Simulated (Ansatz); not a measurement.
Species: BH, net charge 1, doublet state. 
Coordinates optimised at B3LYP-D3(BJ)/def2-TZVP (Ansatz, a quantum-chemistry and plane-wave program):
```xyz
2

B      0.0000     0.0000    -0.2007
H      0.0000     0.0000     1.0036
```
Charge +1, spin multiplicity 2.

Basis-set convergence of Hartree-Fock and CCSD correlation energies (hartree) with Ansatz. Cores are frozen in the correlated levels unless marked. UHF or UKS for open shells. Spin-orbit coupling is left out. Non-relativistic.

```csv
basis,functions,E(HF),"E(corr, CCSD)"
def2-SVPD,28,-24.79142,-0.04558
def2-TZVPPD,54,-24.82145,-0.05100
def2-QZVPPD,96,-24.82249,-0.05300
```

Extrapolating the two largest sets (X = 3 and 4) as X^-3: E(corr) = (64·(-0.05300) - 27·(-0.05100))/37 = -0.0545 Eh, an estimate of the basis-set limit. The largest set recovers 97.3 % of it, the smallest 83.7 %.
